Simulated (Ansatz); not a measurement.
Isolated molecules relaxed with PBE0-D4/def2-TZVP in Ansatz; ΔE leaves out vibrations. CCSD(T)/CBS adds triple-zeta CCSD(T) − MP2 to the extrapolated MP2 energy (def2 sets, frozen cores). DFT in def2-TZVPP. B3LYP here is the variant with VWN-RPA as its local correlation; programs differ in this. Each species was taken in one conformer, which may not be the lowest.

Consider the formal exchange of groups at the Si–C bond: `F[CH]([AlH2])[SiH2][SiH3]` + `C=C=CCC` → `C=C=C[SiH2][SiH3]` + `CC[CH](F)[AlH2]`.

```
             level  ΔE (kcal/mol)  difference from CCSD(T)/CBS
            PBE-D4           -3.6                          1.0
         r2SCAN-D4           -4.7                         -0.1
           PBE0-D4           -4.1                          0.5
          B3LYP-D4           -4.4                          0.2
           ωB97M-V           -4.5                          0.1
            r2SCAN           -4.8                         -0.2
             B3LYP           -5.0                         -0.4
     HF/def2-TZVPP           -6.4                         -1.8
    MP2/def2-TZVPP           -5.4                         -0.8
SCS-MP2/def2-TZVPP           -5.4                         -0.8
   CCSD/def2-TZVPP           -5.0                         -0.4
    MP2/def2-QZVPP           -5.3                         -0.7
SCS-MP2/def2-QZVPP           -5.2                         -0.6
      HF/CBS(def2)           -6.4                         -1.8
     MP2/CBS(def2)           -5.2                         -0.6
    CCSD/CBS(def2)           -4.8                         -0.2
       CCSD(T)/CBS           -4.6                            0
```

Largest T1 diagnostic among the species: 0.013.

In def2-TZVPP, CCSD(T) changes the Hartree–Fock value by +1.6 kcal/mol (the triples alone add +0.2 kcal/mol) and MP2 by +1.0 kcal/mol.
